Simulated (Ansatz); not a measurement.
Reaction (ligand exchange at the Si–C bond): `CC#CC[SiH3]` + `CSS` → `CSS[SiH3]` + `CC#CC`

Program: Ansatz. Geometries: PBE0-D4/def2-TZVP. ΔE: electronic, gas phase. CCSD(T)/CBS adds triple-zeta CCSD(T) − MP2 to the extrapolated MP2 energy (def2 sets, frozen cores). Functionals use def2-TZVPP. One conformer a species, not always the lowest.

Task: Is it downhill or uphill in electronic energy at CCSD(T)/CBS, and by how much? (Estimate.)

Result: Computed: Downhill: ΔE = -15.2 kcal/mol.

Task: What do these levels give: revPBE-D4, ωB97M-V, PBE, r2SCAN, MP2/def2-TZVPP, HF/CBS(def2)? (Estimate.)

Result: Ansatz gave: revPBE-D4 -15.3, ωB97M-V -14.6, PBE -14.8, r2SCAN -15.2, MP2/def2-TZVPP -15.2, HF/CBS(def2) -14.2 kcal/mol.

Largest T1 diagnostic among the species: 0.012.

At CCSD(T), def2-SVP lies +0.8 kcal/mol from the extrapolated value and def2-TZVPP +0.7 kcal/mol. The D4 term adds −0.8 kcal/mol with B3LYP and −0.4 kcal/mol with PBE0; it sums over pairs of atoms, weighted by their polarisabilities, and B3LYP, whose exchange is more repulsive, gets the larger term. Leaving LDA and LC-ωPBE aside and taking each functional with its dispersion term where it has one, the values, not all of them listed here, spread over 1.1 kcal/mol, from B97M-V to CAM-B3LYP-D4.

B3LYP here is the variant with VWN-RPA as its local correlation; programs differ in this.
